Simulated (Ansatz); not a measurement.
Start from `OC([SiH3])[AsH2]` and change one atom or group to get `OC([SiH3])O[SiH3]`.

Ansatz, PBE0-D4/def2-TZVP geometries, multiplicity 1. Each molecule was computed in one conformer, which needn't be the lowest.

Scalar relativity is left out up to krypton.

```csv
property,`OC([SiH3])[AsH2]`
HOMO–LUMO gap (ωB97M-V/def2-TZVPP) / eV,10.77
HOMO energy (PBE0/def2-TZVPP) / eV,-7.20
size of the dipole moment (B3LYP/def2-TZVPP) / D,1.39
HOMO–LUMO gap (PBE0/def2-TZVPP) / eV,6.97
HOMO energy (ωB97M-V/def2-TZVPP) / eV,-9.32
LUMO energy (PBE/def2-TZVPP) / eV,-1.06
```

(1) Give the same properties after the change, and the shifts. (Best estimate.)

Answers

(1) Computed: 
```csv
property,`OC([SiH3])O[SiH3]`,shift
HOMO–LUMO gap (ωB97M-V/def2-TZVPP) / eV,11.95,1.18
HOMO energy (PBE0/def2-TZVPP) / eV,-7.90,-0.70
size of the dipole moment (B3LYP/def2-TZVPP) / D,0.53,-0.86
HOMO–LUMO gap (PBE0/def2-TZVPP) / eV,8.04,1.07
HOMO energy (ωB97M-V/def2-TZVPP) / eV,-10.21,-0.89
LUMO energy (PBE/def2-TZVPP) / eV,-0.72,0.34
```

With PBE0 the HOMO falls by 0.70 eV and the LUMO rises by 0.37 eV, so the gap widens by about 1.07 eV. PBE moves the HOMO by -0.41 eV and ωB97M-V by -0.89 eV. Dipoles are sizes alone; their direction can turn.

B3LYP here is the variant with VWN-RPA as its local correlation; programs differ in this.
